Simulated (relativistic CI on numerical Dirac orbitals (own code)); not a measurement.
Calculated at this level of theory: Dirac-Coulomb-Breit CI, KLI orbitals optimised for each configuration, model QED, unscaled Slater integrals (own radial code, finite nucleus).

The strongest absorption lines from the ground level of an ion, among the configurations computed and to levels below about 44000 eV (vacuum wavelength in nm, gf): 0.02821 (0.01), 0.02856 (0.018), 0.02921 (0.037), 0.02926 (0.015), 0.03074 (0.099), 0.03086 (0.043), 0.03608 (0.49), 0.03664 (0.24).

(1) Which ion is it?
A. La⁵⁵⁺
B. Sm⁶⁰⁺
C. Ag⁴⁵⁺
D. Te⁵⁰⁺

Answers

(1) A. La⁵⁵⁺ has 2 electrons and the ground level 1s² ¹S0; the strongest line goes to 1s2p ¹P°1. The pattern of lines fixes the number of electrons, and along that sequence the line energies rise steadily with the charge (about as its square where n changes within one kind of shell, about linearly where n is kept but much faster in heavy ions where fine structure, which grows about as Z⁴, sets the gap, and irregularly where shells cross), which fixes Z. Configurations outside the model, such as inner-shell arrays, can give stronger lines. At this charge energies of transitions that change n are usually good to better than 1 %, and those within a shell (Δn = 0) to a few per cent.

LS names give the leading component of a level, which can be under half, so a name can repeat, a term be missing and a line seem to break the LS rules.
